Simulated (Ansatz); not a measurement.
Mulliken charges of `B1N[SiH2][SiH2]1` from PBE/def2-TZVPP in Ansatz (PBE0-D4/def2-TZVP geometry).

| atom | x (Å) | y (Å) | z (Å) | charge (e) |
| --- | --- | --- | --- | --- |
| B1 | -1.014 | 0.836 | -0.341 | 0.005 |
| N2 | 0.346 | 1.046 | -0.628 | -0.135 |
| Si3 | 1.255 | -0.330 | 0.025 | 0.207 |
| Si4 | -0.907 | -0.952 | 0.643 | -0.005 |
| H5 | -1.879 | 1.599 | -0.659 | 0.009 |
| H6 | 0.696 | 1.855 | -1.123 | 0.138 |
| H7 | 2.262 | 0.107 | 1.034 | -0.063 |
| H8 | 2.000 | -1.053 | -1.045 | -0.063 |
| H9 | -1.470 | -2.168 | -0.003 | -0.048 |
| H10 | -1.206 | -0.992 | 2.101 | -0.048 |

By hand: the dipole of these point charges (1 e Å = 4.8032 D).

Σ q r = (0.152, 0.281, -0.176) e Å, of length 0.365 e Å = 1.75 D.

How does the dipole of the full density compare? (Best estimate.)

Ansatz gave: (0.177, 0.166, -0.115) e Å, 1.29 D; the point charges give 1.36 times that, at 17° from its direction.

Point charges leave out the atoms' own dipoles, such as those of lone pairs, and Mulliken's split depends on the basis, so the two needn't agree.
